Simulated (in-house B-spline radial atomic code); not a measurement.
A run on Lu- that did not converge. Method: scalar-relativistic (X2C) HSE06, spin-polarised, spherical fractional occupations, exact exchange averaged over the configuration, Fermi nucleus of rms radius 5.37 fm; computed with a B-spline radial code for spherical atoms.

Command:
```bash
python run_scf.py task.json out
```
Settings (nuclear radius in fm, mass in u):
```
Z                71
configuration    [Xe] 4f14 5d2 6s2
hamiltonian      x2c
method           hse06
spin_polarised   True
nucleus          fermi
rms_radius       5.37
atomic_mass      174.94078
speed_of_light   137.035999084
exact_exchange   averaged over the configuration
```

First and last ten iterations of the last attempt (damped for 15 steps, keeping 80 % of the old Fock matrix, then DIIS):
```
 iter        energy (Eh)    residual
    1      -14561.310966    4.96e-01
    2      -14410.079522    1.19e+00
    3      -14555.523472    4.61e-01
    4      -14560.614632    2.07e-01
    5      -14562.291623    9.15e-02
    6      -14562.776937    5.18e-02
    7      -14562.934379    3.34e-02
    8      -14563.005046    2.37e-02
    9      -14563.043735    1.58e-02
   10      -14563.065908    9.04e-03
  111      -14563.048806    1.44e-02
  112      -14563.045393    1.53e-02
  113      -14563.053341    1.32e-02
  114      -14562.888896    2.72e-02
  115      -14562.884783    2.78e-02
  116      -14562.880029    2.85e-02
  117      -14562.882820    2.80e-02
  118      -14562.882149    2.81e-02
  119      -14562.882123    2.81e-02
  120      -14562.882793    2.79e-02
 not converged after 120 iterations
```

The smallest residual met was 8.6e-03; the threshold is about 7e-07. No energy from this run should be used. Cost of the run: 25 s on 1 thread of AMD EPYC 7R43 64-Core Processor, with other jobs on the host.
